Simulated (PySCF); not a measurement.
# Removing an electron from `CCO[SiH2][SiH2]P`

C2H11OPSi2.
Cartesian coordinates in Å at the PBE0-D3(BJ)/def2-SVP level; atoms count from 1:
```
atom  x, y, z in Å
C1    -3.202   -0.113   -0.589
C2    -2.095   -0.464    0.376
O3    -0.866    0.002   -0.131
Si4    0.598   -0.203    0.642
Si5    2.297    0.762   -0.637
P6     4.285    0.508    0.440
H7    -4.174   -0.466   -0.213
H8    -3.017   -0.575   -1.570
H9    -3.256    0.977   -0.730
H10   -2.296   -0.013    1.368
H11   -2.055   -1.561    0.527
H12    0.892   -1.661    0.845
H13    0.577    0.434    2.001
H14    2.069    2.225   -0.838
H15    2.417    0.105   -1.975
H16    4.060   -0.877    0.720
H17    3.761    0.934    1.701
```

Level: CAM-B3LYP/def2-SVPD (PySCF). Frontier orbitals with their largest atomic shares (Löwdin; up to four atoms above 4 %):

```csv
orbital,ε (eV),main atoms
HOMO−3,-10.46,"P6 28 %, Si5 18 %, O3 16 %, H17 6 %"
HOMO−2,-9.92,"Si5 23 %, Si4 17 %, O3 15 %, P6 15 %"
HOMO−1,-9.54,"O3 49 %, C2 13 %, Si4 11 %, H13 6 %"
HOMO,-8.50,?
LUMO,0.58,"Si4 23 %, Si5 19 %, P6 18 %, O3 6 %"
LUMO+1,0.97,"Si5 28 %, P6 22 %, Si4 14 %, H15 6 %"
LUMO+2,1.27,"Si4 20 %, Si5 12 %, P6 11 %, C2 8 %"
```

What vertical ionisation energy does ΔSCF give, and how far is −ε(HOMO) from it?

ΔSCF: 9.24 eV (891 kJ/mol; threshold wavelength 134 nm); ⟨S²⟩ of the doublet left behind is 0.766, against 0.75 for a pure doublet. −ε(HOMO) is 8.50 eV, 0.74 eV below it. In exact Kohn–Sham theory the two would be equal; CAM-B3LYP (range-separated hybrid) falls short of its own ΔSCF value by 8 %.

On which atoms does the HOMO lie?

P6 (three-coordinate phosphorus) 50 %, Si5 (SiH2 silicon) 18 %, Si4 (oxygen-bound silicon) 12 %, H17 (P–H hydrogen) 5 %. The HOMO−1 lies 1.04 eV lower.

Shift the occupied levels rigidly so that −ε(HOMO) equals the ΔSCF value. What binding energies result?

The shift is +0.74 eV: HOMO 9.24, HOMO−1 10.28, HOMO−2 10.66, HOMO−3 11.20 eV. A rigid shift is only a rough guide to the deeper ionisations.

What total energies stand behind the ΔSCF value?

E(N) = -1077.96880 Eh and E(N − 1) = -1077.62933 Eh at the same geometry, 0.33947 Eh apart.

With α = 116.6 au, estimate the like-pair dispersion coefficient by London's formula C6 = (3/4)α²I.

I = 0.3395 Eh, so C6 ≈ 3460 au, a rough estimate.

How many of the 10 lowest singlet excitations (vertical TDDFT, same level) lie below the ionisation energy?

All 10; they run from 6.09 to 7.84 eV.

Isolated species at its PBE0-D3(BJ)/def2-SVP geometry (one conformer only).
